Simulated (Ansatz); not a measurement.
Consider the redistribution: `C[O][Ga]([OH])[F]` + `C[O][Y]([CH3])[OH]` → `C[O][Ga]([CH3])[F]` + `C[O][Y]([OH])[OH]`.

Gas-phase electronic energies from Ansatz, PBE0-D4/def2-TZVP geometries. CCSD(T)/CBS adds triple-zeta CCSD(T) − MP2 to the extrapolated MP2 energy (def2 sets, frozen cores). Functionals use def2-TZVPP. HSE06 is defined as in plane-wave codes. def2 core potentials past Kr. For Ga, Y outer-core shells are correlated without core-valence functions, which leaves a few kJ/mol of doubt a bond. Scalar relativity is left out up to krypton. Each species was taken in one conformer, which may not be the lowest.

Is it downhill or uphill in electronic energy at CCSD(T)/CBS, and by how much? (Estimate.)

The calculation gave: Downhill: ΔE = -148.9 kJ/mol.

What do these levels give: PBE0-D4, HSE06-D4, PBE-QIDH, revPBE, BLYP, HF/def2-SVP? (Estimate.)

The calculation gave: PBE0-D4 -147.1, HSE06-D4 -146.3, PBE-QIDH -144.3, revPBE -143.4, BLYP -148.2, HF/def2-SVP -149.6 kJ/mol.

Largest T1 diagnostic among the species: 0.014.

Leaving LDA and LC-ωPBE aside and taking each functional with its dispersion term where it has one, the values, not all of them listed here, spread over 9.4 kJ/mol, from CAM-B3LYP-D4 to B97M-V. LDA lies −4.9 kJ/mol from PBE without D4. At CCSD(T), def2-SVP lies −4.9 kJ/mol from the extrapolated value and def2-TZVPP +9.0 kJ/mol.
